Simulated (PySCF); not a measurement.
Simulated outer-valence photoelectron spectrum of `Fc1ncsc1F`. The calculation used EOM-IP-CCSD/aug-cc-pVDZ in PySCF, restricted Hartree–Fock reference, 11 core orbitals frozen, non-relativistic, gas phase, PBE0-D3(BJ)/def2-SVP geometry.

Each root has a Gaussian of 0.5 eV full width with its one-hole share as area; cross sections and vibrations are left out, and the highest printed point is 100.

ionisation energy (eV), intensity and a bar:
```
      8.8          1 
      9.0          7 ##
      9.2         29 #########
      9.4         54 ################
      9.6         41 ############
      9.8         13 ####
     10.0          2 
     10.2          0 
     10.4          5 ##
     10.6         33 ##########
     10.8         87 ##########################
     11.0         99 ##############################
     11.2         50 ###############
     11.4         11 ###
     11.6          1 
     11.8          0 
     12.0          0 
     12.2          0 
     12.4          0 
     12.6          0 
     12.8          4 #
     13.0         22 ######
     13.2         50 ###############
     13.4         47 ##############
     13.6         20 ######
     13.8         16 #####
     14.0         40 ############
     14.2         51 ###############
     14.4         26 ########
     14.6          6 ##
     14.8          4 #
     15.0         22 #######
     15.2         70 #####################
     15.4        100 ##############################
     15.6         66 ####################
     15.8         20 ######
     16.0          3 #
     16.2          2 #
     16.4         13 ####
     16.6         41 ############
     16.8         52 ################
     17.0         27 ########
     17.2          6 ##
     17.4          1
```

Problem. Where are the maxima, and how many lines lie under the curve?

Solution. 6 maxima, at 9.4, 10.9, 13.3, 14.2, 15.4 and 16.8 eV, from 8 lines. At this width some lines have no maximum of their own.

Problem. List the lines with their holes.

Solution. 
```csv
E (eV),leading hole (HF orbital),area,Koopmans (eV)
9.44,HOMO,0.96,9.66
10.88,HOMO-1,0.95,11.42
10.99,HOMO-2,0.94,12.68
13.29,HOMO-3,0.95,14.66
14.15,HOMO-4,0.91,15.78
15.31,HOMO-5,0.93,17.21
15.47,HOMO-6,0.94,17.97
16.76,HOMO-7,0.93,19.12
```

The widest gap, 2.30 eV, lies between 10.99 and 13.29 eV. Only orbitals with −ε under 21 eV, eight at most, were ionised, so the high end of the curve may lack lines.
